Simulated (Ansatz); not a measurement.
Relaxation of AlH$_{7}$N$_{2}$O (11 atoms, charge 0, multiplicity 1), to a largest force component of 0.03 eV/Å in at most 50 steps.

Method: RKS PBE0-D4/6-31G* in Ansatz 0.2.0.

```xyz
11
Properties=species:S:1:pos:R:3
Al -0.069 -0.164 -0.009
O -0.020 -0.309 1.738
H -0.853 -0.221 2.213
N 1.484 0.022 -0.840
H 1.669 -0.162 -1.815
H 2.339 0.249 -0.353
N -1.604 -0.237 -0.905
H -2.469 -0.615 -0.550
H -1.703 0.003 -1.882
H 0.257 2.416 0.926
H 0.208 1.865 1.372
```

Q: Where does it end, and by what steps?

A: The run converged. After 12 steps the energy has fallen by 0.104 eV; H10 moved furthest, 1.00 Å.

```json
{"step": "0", "energy less start (eV)": "0.0000", "largest force component (eV/Å)": "1.274", "accepted": "yes"}
{"step": "1", "energy less start (eV)": "-0.0712", "largest force component (eV/Å)": "0.465", "accepted": "yes"}
{"step": "2", "energy less start (eV)": "-0.0872", "largest force component (eV/Å)": "0.148", "accepted": "yes"}
{"step": "3", "energy less start (eV)": "-0.0914", "largest force component (eV/Å)": "0.129", "accepted": "yes"}
{"step": "4", "energy less start (eV)": "-0.0946", "largest force component (eV/Å)": "0.293", "accepted": "yes"}
{"step": "5", "energy less start (eV)": "-0.0963", "largest force component (eV/Å)": "0.433", "accepted": "yes"}
{"step": "6", "energy less start (eV)": "-0.0968", "largest force component (eV/Å)": "0.201", "accepted": "yes"}
{"step": "7", "energy less start (eV)": "-0.0710", "largest force component (eV/Å)": "0.491", "accepted": "no"}
{"step": "8", "energy less start (eV)": "-0.1008", "largest force component (eV/Å)": "0.089", "accepted": "yes"}
{"step": "9", "energy less start (eV)": "-0.1027", "largest force component (eV/Å)": "0.080", "accepted": "yes"}
{"step": "10", "energy less start (eV)": "-0.1033", "largest force component (eV/Å)": "0.043", "accepted": "yes"}
{"step": "11", "energy less start (eV)": "-0.1039", "largest force component (eV/Å)": "0.053", "accepted": "yes"}
{"step": "12", "energy less start (eV)": "-0.1041", "largest force component (eV/Å)": "0.025", "accepted": "yes"}
```

```xyz
11
Properties=species:S:1:pos:R:3
Al -0.043 -0.274 -0.130
O 0.025 -0.207 1.586
H -0.771 -0.025 2.093
N 1.504 -0.211 -0.991
H 1.639 -0.382 -1.976
H 2.389 -0.049 -0.533
N -1.589 -0.388 -1.003
H -2.482 -0.613 -0.589
H -1.686 -0.273 -2.002
H 0.096 3.007 1.722
H 0.157 2.263 1.720
```

Whether the end is a true minimum wasn't checked by a vibrational analysis.

Run time: 39 s on 1 thread of Arm Neoverse V2, with other jobs on the host, peak memory 0.15 GiB.
